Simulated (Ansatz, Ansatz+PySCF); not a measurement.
```yaml
atoms:
  - { symbol: O, position_ang: [0.0000, 0.0000, 0.0000] }
  - { symbol: F, position_ang: [0.0000, 0.0000, 1.2863] }
```

Basis set: def2-SVP (spherical functions). Frozen core: 2 orbitals. Correlation on ROHF uses semicanonical orbitals with singles. Charge 0, multiplicity 2.

Computed with Ansatz (development build ahead of 0.2.0); each method stands on the lowest determinant of its kind that the runs found.

The atomization energy at this shape (free ground-state atoms in the same class of orbitals less the molecule, no zero-point energy) of doublet OF:

| method | atomization energy |
| --- | --- |
| ROHF-CCSD(T) | 38.45 kcal/mol |
| ROHF | -15.03 kcal/mol |
| UHF | -17.20 kcal/mol |

What does ROHF-MP2 give?

41.40 kcal/mol.
